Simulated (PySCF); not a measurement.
CH6AlFGe. Atoms are numbered in the order given.

```xyz
10

Al     0.3074     0.5162    -0.8771
F      1.9207     0.3678    -1.3003
Ge    -0.3674    -0.6932     1.1647
H     -0.1204    -2.2116     1.0422
H      0.4187    -0.2140     2.4033
H     -1.8668    -0.5025     1.4786
C     -0.8116     1.6020    -2.0370
H     -1.8411     1.7105    -1.6625
H     -0.8630     1.1569    -3.0455
H     -0.3819     2.6105    -2.1596
```

Geometry optimised at PBE0-D3(BJ)/def2-SVP.

These are PBE/pcSseg-1 in PySCF values and carry that method's errors.

GIAO shieldings, no solvent; atoms alike by connectivity are averaged. δ = σ(ref) − σ: ¹⁹F against CFCl3 (σ = 133.6 ppm); ⁷³Ge against GeH4 (σ = 1614.4 ppm); ¹H against TMS (σ = 31.49 ppm); ¹³C against TMS (σ = 182.0 ppm), references at their B3LYP-D3(BJ)/def2-TZVP geometries, non-relativistic.

```tsv
nucleus	atoms	count	δ (ppm)
¹⁹F	F2	1	-112.0
⁷³Ge	Ge3	1	-98.0
¹H	H4, H5, H6	3	3.41
¹H	H8, H9, H10	3	0.23
¹³C	C7	1	-1.9
```
